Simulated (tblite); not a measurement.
A geometry optimisation, step by step.

Species: C5H9AsO.
Numbering: `[CH2:1]=[C:2]([CH3:3])[C@@H:4]([AsH2:5])[CH:6]=[O:7]` (hydrogens: H8, H9 on C1; H10, H11, H12 on C3; H13 on C4; H14, H15 on As5; H16 on C6)

Computed with GFN2-xTB (tblite), gas phase: L-BFGS steps from a force-field or distance-geometry start until the largest atomic force falls under 0.01 eV/Å. 4 of its 119 geometries are shown.

Step 0: E = -589.2220 eV, largest atomic force 2.725 eV/Å
```
atom  x, y, z in Å  |  force x, y, z in eV/Å
C1     -1.096   -1.246   -0.295    0.144   0.873   0.191
C2     -0.762    0.032   -0.044    0.204  -1.048  -0.151
C3     -1.828    1.071    0.050   -0.651   0.625  -0.082
C4      0.694    0.418    0.167   -0.163  -0.178   0.632
As5     1.405   -0.464    1.816    0.543  -0.285  -0.267
C6      1.522    0.071   -1.033   -0.989   1.727  -1.861
O7      1.324    0.638   -2.098    0.461  -0.871   1.162
H8     -2.139   -1.512   -0.439    0.362  -0.035   0.001
H9     -0.350   -2.029   -0.366   -0.176   0.092  -0.030
H10    -1.423    2.077    0.274   -0.200  -0.567  -0.144
H11    -2.559    0.809    0.849    0.465   0.173  -0.569
H12    -2.382    1.128   -0.920    0.382   0.016   0.781
H13     0.777    1.506    0.357   -0.145  -0.296  -0.299
H14     2.873    0.010    1.516   -0.613  -0.391   0.078
H15     1.622   -1.835    1.110    0.112   0.608   0.300
H16     2.314   -0.668   -0.955    0.264  -0.443   0.258
```

Step 39: E = -589.5219 eV, largest atomic force 0.533 eV/Å
```
atom  x, y, z in Å  |  force x, y, z in eV/Å
C1     -1.046   -1.267   -0.244   -0.051  -0.008  -0.072
C2     -0.749    0.002   -0.002    0.015  -0.008  -0.021
C3     -1.832    1.042    0.028    0.048   0.065   0.034
C4      0.670    0.462    0.183    0.108  -0.021  -0.006
As5     1.505   -0.379    1.811    0.072   0.043   0.030
C6      1.410    0.109   -1.060    0.116   0.095  -0.372
O7      1.836    0.886   -1.877   -0.044  -0.265   0.460
H8     -2.061   -1.552   -0.450   -0.090  -0.115   0.045
H9     -0.303   -2.045   -0.307    0.019  -0.023   0.079
H10    -1.450    2.013    0.329    0.046   0.037   0.088
H11    -2.601    0.736    0.736   -0.072   0.070  -0.129
H12    -2.272    1.162   -0.963   -0.055  -0.094   0.084
H13     0.710    1.543    0.338   -0.038   0.068  -0.036
H14     2.923    0.024    1.473   -0.142  -0.038  -0.054
H15     1.759   -1.734    1.211    0.004   0.063  -0.101
H16     1.495   -0.991   -1.216    0.061   0.130  -0.031
```

Step 79: E = -589.6925 eV, largest atomic force 0.062 eV/Å
```
atom  x, y, z in Å  |  force x, y, z in eV/Å
C1     -1.089   -1.320   -0.032   -0.006   0.012   0.049
C2     -0.820   -0.023    0.031    0.020  -0.001  -0.045
C3     -1.889    1.027    0.007   -0.011  -0.006   0.001
C4      0.596    0.460    0.074    0.023   0.003  -0.010
As5     1.563   -0.359    1.664   -0.021  -0.046  -0.004
C6      1.436    0.071   -1.083    0.025  -0.026   0.039
O7      2.484    0.591   -1.370   -0.014   0.052  -0.030
H8     -2.093   -1.699   -0.103   -0.018   0.018  -0.006
H9     -0.294   -2.054   -0.025   -0.033  -0.026  -0.007
H10    -1.623    1.879    0.632    0.039  -0.031   0.025
H11    -2.833    0.622    0.358   -0.045  -0.022  -0.035
H12    -2.027    1.392   -1.011    0.018   0.017   0.002
H13     0.659    1.541    0.231   -0.001   0.008   0.005
H14     2.874    0.276    1.336    0.035   0.012  -0.025
H15     2.001   -1.608    0.946   -0.005   0.054   0.008
H16     1.049   -0.788   -1.666   -0.005  -0.019   0.034
```

Step 118: E = -589.7308 eV, largest atomic force 0.010 eV/Å
```
atom  x, y, z in Å  |  force x, y, z in eV/Å
C1     -1.137   -1.324    0.008    0.003  -0.001  -0.002
C2     -0.830   -0.034    0.026    0.002  -0.002   0.004
C3     -1.865    1.047   -0.013    0.003  -0.002  -0.001
C4      0.589    0.442    0.075    0.000   0.001   0.002
As5     1.584   -0.389    1.635    0.002  -0.001   0.003
C6      1.427    0.041   -1.078    0.000   0.005  -0.004
O7      2.369    0.665   -1.492   -0.007  -0.002   0.001
H8     -2.155   -1.666   -0.071    0.003   0.005   0.007
H9     -0.373   -2.088    0.051    0.000   0.000   0.000
H10    -1.796    1.657    0.890    0.002   0.002  -0.007
H11    -2.865    0.629   -0.076   -0.009  -0.003  -0.003
H12    -1.699    1.700   -0.870    0.005   0.001  -0.001
H13     0.647    1.524    0.223   -0.005   0.001   0.004
H14     2.867    0.322    1.333   -0.001  -0.008  -0.004
H15     2.084   -1.581    0.869   -0.001   0.000   0.000
H16     1.144   -0.936   -1.521    0.003   0.004  -0.001
```

**Question.** Summarise the path.

**Answer.** The energy falls by 0.5089 eV from step 0 to step 118; nine tenths of that is first reached at step 70. It rises by more than 0.2 meV at step 51. The largest force goes from 2.725 to 0.010 eV/Å. Among the bonds As5–H14 changes most, from 1.572 to 1.497 Å; the atoms move by 0.648 Å rms after alignment.

The cost below is that of the whole relaxation. On Arm Neoverse N1, one thread, no GPU, shared host with 64 logical CPUs at a one-minute load of 57, this took 1.2 s of wall time.
